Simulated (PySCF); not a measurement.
## Calculated data, CH₄AlBN

All values are calculated (PySCF 2.14.0). Calculation on a computer-drawn molecule: the log of a Hartree-Fock and frozen-core CCSD(T) single point meant for a local Hartree-Fock minimum, with one planted fault or none, to be diagnosed. Offsets are logged minus clean, where the clean run is the same molecule without the fault. The reference is restricted for singlets and unrestricted otherwise, and also for a bond in bohr or an excited solution. Adding or removing an electron swaps singlet and doublet. The excited solution moves the top pair (singlet) or top alpha electron (doublet) to the lowest empty orbital. Highest occupied and lowest empty are orbital energies over both spins, largest force is the largest gradient component, triples share is (T) over the correlation energy, the T1 limit is 0.02 restricted and 0.045 unrestricted, electrons count all cores, a negative frequency is imaginary (commonest isotopes), and the dipole is about the centre of nuclear charge.

```json
{"formula": "CH4AlBN", "logged_structure": {"atoms_angstrom": [["C", 2.4981, 0.4829, -2.3559], ["B", 2.6347, 0.7743, -0.673], ["N", 1.4477, 1.2567, 0.1814], ["Al", 0.1011, 1.8116, 1.1975], ["H", 1.4743, 0.6361, -2.9506], ["H", 3.4124, 0.1125, -3.0268], ["H", 3.827, 0.5665, -0.1118], ["H", -1.1923, 2.3439, 2.1653]]}, "given": {"meant_charge": 0, "meant_multiplicity": 2, "meant_basis": "cc-pV(D+d)Z", "logged_electrons": 35, "logged_basis_functions": 85, "logged_SCF_converged": "yes", "logged_spin_squared": 0.9044, "logged_highest_occupied [eV]": -7.5254, "logged_lowest_empty [eV]": 0.92419, "logged_largest_force [hartree/bohr]": 0.049831, "logged_T1_diagnostic": 0.040243, "logged_D1_diagnostic": 0.1692, "logged_triples_share": 0.041404, "logged_CC_converged": "yes", "logged_dipole_magnitude [debye]": 4.8746, "logged_SCF_stable_within_its_kind": "yes", "logged_energy_HF [hartree]": -361.14027, "logged_energy_CCSD(T) [hartree]": -361.63987, "possible_faults": "no fault, one electron removed, one electron added, multiplicity raised by two, geometry at a saddle point, SCF held on an excited solution, minimal basis STO-3G, one bond length entered in bohr, all coordinates scaled", "drawn_bonds_atom": [1, 2, 3, 1, 1, 2, 4], "drawn_bonds_other_atom": [2, 3, 4, 5, 6, 7, 8], "drawn_bonds_order": [1, 1, 2, 1, 1, 1, 1]}, "results": {"planted_fault": "all coordinates scaled, by +9.7 %", "HF_energy_offset_from_clean_run [kcal/mol]": 40.78, "CCSD(T)_energy_offset_from_clean_run [kcal/mol]": 27.67}}
```
